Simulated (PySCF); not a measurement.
**Diatomics of B with the fourth-period p block**

PBE0 with double-zeta basis sets in PySCF, for the lowest determinant that a PBE0 search found; no spin–orbit coupling. De refers to high-spin ground-configuration atoms. A positive dipole means M(−)B(+).

```tsv
M	basis	state (unpaired electrons)	Re (Å)	ωe (cm⁻¹)	De (eV)	μ (D)
Ge	x2c-SVPall	quartet (σ ↑, π ↑↑)	1.973	665	3.31	-0.80
As	x2c-SVPall	triplet (σ ↑, π ↑)	1.842	839	3.15	-0.20
Se	jorge-DZP-DKH	doublet (σ ↑)	1.732	1006	5.15	0.48
Br	cc-pVDZ/cc-pVDZ-PP	singlet (closed shell)	1.907	691	4.53	-1.33
```

The shortest bond is that of BSe (1.732 Å), the longest that of GeB (1.973 Å).

The rows differ in basis set, which adds steps of its own.

The state changes along the series, so neighbouring rows are not always alike in their bonding.

States were picked by a PBE0 search and need not be the measured ground states.
